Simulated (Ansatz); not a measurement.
CH4F3NSi (`CN[Si](F)(F)F`), charge 0, multiplicity 1.

**Question.** Give a relaxed structure at PBE0-D4/def2-TZVP (Ansatz 0.2.0). (Best estimate.)

**Answer.** Computed: 
Cartesian coordinates in Å:
```
C 0.4499 -1.3355 0.1777
N -0.0649 -0.2097 -0.5788
Si -0.4172 1.3012 0.0384
F -1.2994 1.1905 1.3407
F -1.1814 2.1337 -1.0589
F 0.8317 2.1629 0.4779
H -0.0878 -2.2535 -0.0727
H 0.3059 -1.1602 1.2452
H 1.5187 -1.4995 0.0087
H -0.0555 -0.3298 -1.5781
```
This is one stationary point; other conformers may exist.
